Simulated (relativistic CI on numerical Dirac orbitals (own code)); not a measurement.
What each ingredient does to the levels of Ce XLVII

Base calculation: Dirac-Coulomb-Breit CI, orbitals from a KLI potential per configuration, a model potential for QED, unscaled Slater integrals.

Configurations in the expansion (outside the closed core [Ne]): 3s2, 3s.3p, 3p2, 3s.3d, 3d2, 3p.3d, 3p.4s, 3d.4s, 3s.4s, 3s.4p, 3s.4d, 3s.4f, 3s.5s, 3s.5p, 3s.5d, 3s.5f, 4s2, 3s.5g, 3s.6s, 3s.6p, 3s.6d. Levels of other configurations are missing.

Variants: (1) non-relativistic limit. Shifts of the energy above 3s2 1S_0, in eV, for the lowest level and the first level of each name with at least 55 % of one term (blank where a level changes its place among those of its configuration and J or its character, or is not in the variant):

```tsv
Level	Base	Δ(1)
3s2 1S_0	0.000	0.000
3s.3p 3P°_0	95.941	-10.136
3s.3p 3P°_1	106.280	-20.476
3s.3p 3P°_2	213.662	-127.857
3p2 3P_0	231.227	-33.298
3s.3p 1P°_1	242.504	-120.522
3p2 1D_2	337.887	-140.846
3p2 3P_1	338.921	-140.992
3s.3d 3D_1	372.282	-132.457
3s.3d 3D_2	378.381	-138.557
3s.3d 3D_3	398.701	-158.877
3s.3d 1D_2	411.005	-145.149
3p.3d 3F°_2	476.062	-144.524
3p2 1S_0	477.351	-248.620
```

At this charge energies of transitions that change n are usually good to better than 1 %, and those within a shell (Δn = 0) to a few per cent.

Ionisation energy from the two ground configurations alone: base 3864.6 eV. The NIST ASD value (theoretical) is 3865 eV.

LS names give the leading component of a level, which can be under half, so a name can repeat, a term be missing and a line seem to break the LS rules.
